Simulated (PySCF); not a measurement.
## MCl cations for M along group 14

r²SCAN with triple-zeta basis sets in PySCF, for the lowest determinant that a PBE0 search found; no spin–orbit coupling. De refers to high-spin ground-configuration atoms (the charge goes to the atom of lower measured ionisation energy or higher electron affinity, which is not always the lowest computed limit). A positive dipole points towards Cl; it is taken about the centre of mass and depends on that origin.

```json
{"M": "C", "basis": "def2-TZVPPD", "charged atom": "C+", "state (unpaired electrons)": "singlet (closed shell)", "Re (Å)": "1.543", "ωe (cm⁻¹)": "1175", "De (eV)": "6.98", "μ (D)": "0.23"}
{"M": "Ge", "basis": "def2-TZVPPD", "charged atom": "Ge+", "state (unpaired electrons)": "singlet (closed shell)", "Re (Å)": "2.061", "ωe (cm⁻¹)": "508", "De (eV)": "4.88", "μ (D)": "-1.73"}
{"M": "Sn", "basis": "def2-TZVPPD", "charged atom": "Sn+", "state (unpaired electrons)": "singlet (closed shell)", "Re (Å)": "2.264", "ωe (cm⁻¹)": "427", "De (eV)": "4.37", "μ (D)": "-2.36"}
```

**Question.** The row for M = Si is missing. Estimate Re, ωe and De as the mean of the rows for C and Ge, and compare with the calculation.

**Answer.** The means are 1.802 Å, 842 cm⁻¹ and 5.93 eV. r²SCAN in def2-TZVPPD gives SiCl⁺ as a singlet (closed shell) with Re = 1.960 Å, ωe = 664 cm⁻¹, De = 5.36 eV, so the estimate is off by -15.8 pm, +27 % and +0.57 eV.

These are scalar-relativistic numbers at best; spin–orbit coupling would shift them, the dissociation energy most. For an ion De counts to the pair picked by the measured ionisation energies or electron affinities, which need not be the lowest pair at this level.
